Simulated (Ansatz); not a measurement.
Stepwise reaction of `O[Si](O)(F)F` with hydrogen, as a gas-phase model of exchange steps in deposition or etching. ΔE in kJ/mol; ΔG adds harmonic PBE0-D4 terms to CCSD(T)/CBS, at 1 bar.

Calculated with Ansatz (gas phase, PBE0-D4/def2-TZVP geometries, no zero-point term in ΔE). CCSD(T)/CBS adds triple-zeta CCSD(T) − MP2 to the extrapolated MP2 energy (def2 sets, frozen cores). This one scheme is used for every species. Functionals use def2-TZVPP. B3LYP here is the variant with VWN-RPA as its local correlation; programs differ in this. One conformer a species, not always the lowest.

| step | reaction | PBE-D4 | B3LYP-D4 | ωB97M-V | CCSD(T)/CBS | ΔG(500 K) |
| --- | --- | --- | --- | --- | --- | --- |
| 1 | `O[Si](O)(F)F` + H₂ → `O[SiH](F)F` + H₂O | 84.9 | 91.6 | 93.3 | 90.6 | 86.5 |
| 2 | `O[SiH](F)F` + H₂ → `F[SiH2]F` + H₂O | 99.2 | 104.9 | 106.4 | 102.9 | 103.8 |

By hand: ΔE of the 2 steps together at CCSD(T)/CBS.

(90.6) + (102.9) = 193.5 kJ/mol, or 96.8 kJ/mol a step.

In ΔE each step is higher than the one before. All are uphill at CCSD(T)/CBS. ΔG lies between 86.5 and 103.8 kJ/mol a step. PBE-D4 differs from CCSD(T)/CBS by -5.7 to -3.7 kJ/mol a step. Isolated molecules leave out the surface, adducts and barriers. Largest T1 diagnostic: 0.012.
